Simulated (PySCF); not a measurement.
C4H12NSi, SMILES CN(C)[Si](C)C (connectivity only; charge and spin as stated), charge +1, multiplicity 1. Atoms are numbered in the order given.

```xyz
18

C      0.0004     1.2278     1.7644
N      0.0000     0.0000     0.9549
C     -0.0004    -1.2278     1.7644
Si     0.0000     0.0000    -0.7172
C     -0.0004     1.6259    -1.5894
C      0.0004    -1.6259    -1.5894
H      0.8942     1.2507     2.4074
H     -0.8936     1.2514     2.4072
H      0.0009     2.1239     1.1311
H      0.8936    -1.2514     2.4072
H     -0.8942    -1.2507     2.4074
H     -0.0009    -2.1239     1.1311
H     -0.0060     1.4716    -2.6788
H      0.8937     2.2146    -1.3236
H     -0.8883     2.2196    -1.3146
H     -0.8937    -2.2146    -1.3236
H      0.8883    -2.2196    -1.3146
H      0.0060    -1.4716    -2.6788
```
Charge +1, spin multiplicity 1.

The structure is a stationary point at B3LYP-D3(BJ)/def2-SVP. The spin state was assumed, not searched. The isomer is the one that the SMILES or the coordinates give; other isomers of the formula were not compared. The values are those of a single conformer.

Computed with PySCF with HF/def2-TZVP.

The molecule is in vacuum.

Computed frontier levels, gap, dipole moment:
The highest occupied level is -15.21 eV, the lowest empty level comes out as -2.82 eV and the orbital gap is 12.39 eV. The dipole moment about the centre of nuclear charge is 1.60 D.
